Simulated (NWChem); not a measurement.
**Correlation energy of H$_{2}$Be**

SMILES: [BeH2]
```xyz
3

Be     0.0000     0.0000     0.0000
H      0.0000     0.0000     1.3442
H      0.0000     0.0000    -1.3442
```
Charge 0, spin multiplicity 1.

Program: NWChem. All single points use one geometry, from PBE/def2-SVP, a minimum by its harmonic frequencies.

Basis set: 3-21G. Each correlation energy counts from its own Hartree-Fock reference.

The correlated methods keep 1 core orbital frozen. The structure started from a generated list of species. No row is a measurement; the coupled-cluster row has its own basis-set and correlation limits.

Problem. Order these methods by the correlation energy they give, lowest first: CCSD+T(CCSD), MP2, SCS-MP2.

Solution. CCSD+T(CCSD) (-39.7 mHa), SCS-MP2 (-33.4 mHa), MP2 (-28.2 mHa)
